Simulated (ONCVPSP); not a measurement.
**Cu (Z = 29): one change to an ONCV potential, before and after**

Cu, optimised norm-conserving Vanderbilt (ONCV), made with ONCVPSP 4.0.1 (LDA (Perdew-Wang 92), non-relativistic). Core [Ar], reference 3d9 4s2. Waves: 4s: rc 1.75 bohr, ncon 3, nbas 6, qcut 3.2 1/bohr, 2 projectors, debl 2.1 Ha; p scattering state at 0.03 Ha: rc 1.55 bohr, ncon 5, nbas 10, qcut 5.6 1/bohr, 2 projectors, debl 1 Ha; 3d: rc 1.25 bohr, ncon 3, nbas 8, qcut 13.5 1/bohr, 2 projectors, debl 3.3 Ha. Local part: polynomial inside 0.95 bohr (lpopt 3, dvloc0 -1 Ha). Core correction: none.

All-electron outer shells of the reference configuration (LDA (PZ), non-relativistic, ld1.x):

```csv
shell,level (eV),outermost node (bohr),outermost maximum (bohr)
3p,-76.33,0.26,0.62
3d,-10.18,–,0.59
4s,-5.91,0.90,2.19
```

Change: s: nproj 3.

Cutoffs: the cutoffs (Ha) at which the residual kinetic energy of the hardest occupied pseudo-wave falls to 1 and 0.1 mHa per electron; they do not see the model core or the augmentation charge, which bear on the density cutoff. Errors are all-electron minus pseudo energies relative to the spin-unpolarised reference configuration.

**Question.** How do hardness, ghosts and transferability respond?

**Answer.** The potential gets neither clearly harder nor softer (67 Ha and 76 Ha → 67 Ha and 76 Ha); the bound ghosts move from p, s to p; of the 4 tests that both files solve, the error grows in 0 and shrinks in 1 by more than 15 % and 0.3 meV (median size 80.8 → 80.8 meV).

| quantity | base | changed |
| --- | --- | --- |
| cutoff, loose | 67 Ha | 67 Ha |
| cutoff, tight | 76 Ha | 76 Ha |
| bound ghosts | s, p | p |
| GHOST(+) flags under 300 eV | none | s at 88.6 eV |
| error for 3d10 4s1, meV [ΔE -2.45 eV] | -79 | -78 |
| error for 3d10 4s0, meV [ΔE 5.74 eV] | -145 | -146 |
| error for 3d9 4s0, meV [ΔE 27.58 eV] | +1.2 | +0.6 |
| error for 3d7 4s0, meV [ΔE 127.63 eV] | -83 | -84 |
| s: phases at 1.78 bohr within 0.05 rad from the reference energy up to (Ha; the scan ends near 5) | to the end of the scan | to the end of the scan |
| p: phases at 1.57 bohr within 0.05 rad from the reference energy up to (Ha; the scan ends near 5) | to the end of the scan | to the end of the scan |
| d: phases at 1.27 bohr within 0.05 rad from the reference energy up to (Ha; the scan ends near 5) | to the end of the scan | to the end of the scan |

 A true bound ghost makes a file unfit for plane-wave use even where its test errors are small: the radial tests pick states by their node count and pass the ghost by.
